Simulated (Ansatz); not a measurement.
Gas-phase electronic energies from Ansatz, PBE0-D4/def2-TZVP geometries. CBS: MP2 limit from def2 TZ/QZ plus the TZ coupled-cluster correction, frozen cores. This one scheme is used for every species. Functionals use def2-TZVPP. B3LYP here is the variant with VWN-RPA as its local correlation; programs differ in this. Each species was taken in one conformer, which may not be the lowest.

Reaction (substitution at a C–C bond): `FC(Cl)C[SiH3]` + `OBF` → `FBOC[SiH3]` + `FCCl`

**Question.** Is it downhill or uphill in electronic energy at CCSD(T)/CBS, and by how much? (Estimate.)

**Answer.** The calculation gave: Uphill: ΔE = +0.90 eV.

**Question.** What do these levels give: ωB97M-V, B3LYP, HF/def2-TZVPP, SCS-MP2/def2-TZVPP, CCSD/def2-TZVPP, MP2/def2-QZVPP? (Best estimate.)

**Answer.** Ansatz gave: ωB97M-V 0.88, B3LYP 0.76, HF/def2-TZVPP 0.76, SCS-MP2/def2-TZVPP 0.88, CCSD/def2-TZVPP 0.87, MP2/def2-QZVPP 0.97 eV.

Largest T1 diagnostic among the species: 0.013.

In def2-TZVPP, CCSD(T) changes the Hartree–Fock value by +0.13 eV (the triples alone add +0.02 eV) and MP2 by +0.21 eV. From PBE to PBE0 (25 % exact exchange), in def2-TZVPP and without D4, ΔE moves by +0.04 eV. The D4 term adds +0.03 eV with B3LYP and +0.02 eV with PBE0; it sums over pairs of atoms, weighted by their polarisabilities, and B3LYP, whose exchange is more repulsive, gets the larger term.
